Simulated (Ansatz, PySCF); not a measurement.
Process, species as SMILES: F[Si](F)(I)I → F atom + F[Si](I)I (the F-Si bond at the site shown breaks; other sites are not compared here)
Geometries: B3LYP-D3(BJ)/def2-TZVP minima from Ansatz (an electronic-structure program). Frequencies are from Ansatz or PySCF.

Wanted: bond dissociation energy (0 K, with B3LYP-D3(BJ) harmonic zero-point energies), in kcal/mol. Correlated levels leave the core frozen unless marked. UHF or UKS for open shells. No spin-orbit coupling. Frozen are the shells of the preceding noble gas and the d and f shells that filled before the atom's block. In def2 rows, elements after Kr have scalar-relativistic effective core potentials. STO-3G rows are all-electron and non-relativistic. Basis-set limits of correlation are two-point, X^-3; Hartree-Fock from the larger set.

| level | program | bond dissociation energy (kcal/mol) |
|---|---|---|
| PBE/def2-TZVPD | Ansatz | 144.6 |
| PBE-D4/def2-TZVPD | Ansatz + dftd4 | 145.6 |

**Question.** Predict the CCSD(T)/CBS(def2-TZVPP,def2-QZVPP) result (Ansatz).

**Answer.** 152.2 kcal/mol
